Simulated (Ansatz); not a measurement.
Stepwise reaction of `N[SiH](O)[SiH2]O` with hydrogen, as a gas-phase model of exchange steps in deposition or etching. ΔE in kJ/mol.

Gas-phase electronic energies from Ansatz, PBE0-D4/def2-TZVP geometries. CCSD(T)/CBS is the MP2 limit (def2-TZVPP, def2-QZVPP) plus CCSD(T) − MP2 in def2-TZVPP, frozen cores. This one scheme is used for every species. Functionals use def2-TZVPP. B3LYP here is the variant with VWN-RPA as its local correlation; programs differ in this. Each species was taken in one conformer, which may not be the lowest.

```csv
step,reaction,PBE-D4,B3LYP-D4,ωB97M-V,CCSD(T)/CBS
1,`N[SiH](O)[SiH2]O` + H₂ → `N[SiH](O)[SiH3]` + H₂O,56.9,62.7,62.6,59.1
```

Q: Give the row of step 2, `N[SiH](O)[SiH3]` + H₂ → `N[SiH2][SiH3]` + H₂O. (Best estimate.)

A: The calculation gave: 
| step | reaction | PBE-D4 | B3LYP-D4 | ωB97M-V | CCSD(T)/CBS |
| --- | --- | --- | --- | --- | --- |
| 2 | `N[SiH](O)[SiH3]` + H₂ → `N[SiH2][SiH3]` + H₂O | 80.8 | 87.1 | 87.1 | 84.1 |

Q: By hand: ΔE of the 2 steps together at CCSD(T)/CBS.

A: (59.1) + (84.1) = 143.2 kJ/mol, or 71.6 kJ/mol a step.

In ΔE each step is higher than the one before. All are uphill at CCSD(T)/CBS. PBE-D4 differs from CCSD(T)/CBS by -3.3 to -2.2 kJ/mol a step. Only this route is followed, and other bonds may react first. Isolated molecules leave out the surface, adducts and barriers. Largest T1 diagnostic: 0.012.
